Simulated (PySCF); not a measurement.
## How methods differ on the ionisation energy of Dy⁵⁹⁺

Dy⁵⁹⁺ [He] 2s2 2p3 (4S) → Dy⁶⁰⁺ [He] 2s2 2p2 (3P), as a difference of total energies. Calculation: PySCF 2.14, in an uncontracted even-tempered set (19 s from 37 bohr⁻², ratio 2.2; 13 p from 48 bohr⁻², ratio 2.2; 5 d from 180 bohr⁻², ratio 2.4; 5 f from 270 bohr⁻², ratio 2.4; 4 g from 400 bohr⁻², ratio 2.4); scalar relativity by spin-free X2C-1e. Correlated levels: nothing frozen; virtual orbitals above 40 to 60 times the deepest correlated orbital energy dropped. The calculations carry no spin-orbit coupling.

| method | ionisation energy (eV) |
| --- | --- |
| UHF | 13310.5 |
| LDA | 13303.0 |
| PBE | 13305.0 |
| PBE0 | 13306.7 |
| r2SCAN | 13311.0 |
| TPSS | 13305.3 |
| PW91 | 13306.6 |
| MP2 (all electrons) | 13310.6 |
| SCS-MP2 (all electrons) | 13310.0 |

Spin-orbit coupling is strong in these open shells (close to jj coupling). The scalar numbers leave it out and a first-order estimate fails, so it can dominate the gap to the real levels.

For this ion Breit and QED terms and the two-electron picture change, all absent here, outweigh the differences among the correlated methods.

For comparison: 12986 ± 7 eV (theoretical estimate listed by NIST; NIST Atomic Spectra Database, ionization energies).
